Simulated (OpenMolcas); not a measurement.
## In+: effect of the active space

- Program: OpenMolcas
- Method: CASSCF or its RAS form
- Basis: ANO-RCC-VQZP
- Scalar Hamiltonian: DKH2, point nucleus
- Spin-orbit coupling: state interaction with AMFI integrals over the reference wave functions, term energies averaged over their components

A. 2 electrons in 4 orbitals (5s 5p); 2S+1 = 3 even, 3 roots; 2S+1 = 1 even, 7 roots; 2S+1 = 3 odd, 3 roots; 2S+1 = 1 odd, 3 roots; cost about 40 core-seconds
B. 2 electrons in 8 orbitals (5s 5p 6s 6p); 2S+1 = 3 even, 3 roots; 2S+1 = 1 even, 7 roots; 2S+1 = 3 odd, 3 roots; 2S+1 = 1 odd, 3 roots; cost of the order of 30 core-seconds
C. 2 electrons in 9 orbitals (RAS2 5s 5p; RAS3 5d, at most 2 electrons); 2S+1 = 3 even, 3 roots; 2S+1 = 1 even, 7 roots; 2S+1 = 3 odd, 3 roots; 2S+1 = 1 odd, 3 roots; cost about 19 core-seconds

Energies in cm⁻¹ above 5s² ¹S₀, the measured ground level; measured values from NIST Handbook of Basic Atomic Spectroscopic Data.

```csv
Level,A,B,C,Measured
5s² ¹S₀,0.0,0.0,0.0,0.0
5s 5p ³P°₀,36728,37960,36038,42276
5s 5p ³P°₁,37688,38916,36980,43351
5s 5p ³P°₂,39730,40956,39034,45830
5s 5p ¹P°₁,65597,66730,61422,63038
```

Deviations, from unrounded energies. A percentage is the sum of absolute deviations over the sum of measured energies, with the sign that they share, or ± where signs differ.

```tsv
Against measurement	Levels	A	B	C
mean absolute deviation (cm-1)	4	5000	4300	5300
other configurations (%)	4	±10.2	±8.9	-10.8
```

B lies closest to measurement on these levels and C furthest from it. The largest miss of B in the table is 5s 5p ³P°₂, by -4900 cm-1. The ranking rests on the paired levels alone, and a cruder setting can come out closer through cancelling errors.

Among A to C the level of the table that moves most is 5s 5p ¹P°₁, by 5300 cm-1 (lowest in C, highest in B).

Without dynamic correlation excited terms often stand tens of per cent too high (terms of higher spin than the ground term too low), and those without a measured partner can miss by more than the paired ones. The run also gave levels led by 5s 6s, which use shells meant for correlation; these and all levels above them are left out (holds for B). Active for correlation alone: 5d; no level in the range computed is led by a configuration that fills it, so any true level of that kind is missing (holds for C). Computed and measured levels are paired by configuration, term and J; levels that our copy of the source lacks, or whose pairing is in doubt (as where it misses far off the trend of its configuration), stay unpaired and out of the deviations. Levels of configurations outside the active space are missing. Levels that lie high or do not pair safely by name in every column are left out.

° marks odd parity.
